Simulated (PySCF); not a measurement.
Excitation energy of O+ by level of theory

O+ [He] 2s2 2p3 (4S) → O+ [He] 2s1 2p3 3s1 (6S), as a difference of total energies. Computed with PySCF 2.14 in aug-cc-pVTZ (5s4p3d2f, 46 functions), with the non-relativistic Hamiltonian (point nucleus). Correlated levels: valence: 1s2 frozen. The calculations carry no spin-orbit coupling.

| method | excitation energy (eV) |
| --- | --- |
| UHF | 28.199 |
| LDA | 30.502 |
| PBE | 30.383 |
| PBE0 | 30.310 |
| r2SCAN | 29.918 |
| wB97M-V | 30.692 |
| B3LYP | 31.203 |
| HSE06 | 30.304 |
| r2SCAN0 | 29.978 |
| MP2 (valence) | 29.980 |
| SCS-MP2 (valence) | 30.424 |

Question: How much does correlation contribute at MP2 (valence)?

Answer: 29.980 − (28.199) = 1.781 eV, measured against UHF.

The promoted electron is Rydberg-like, and one or two diffuse shells describe it only roughly, which tends to raise the upper state.
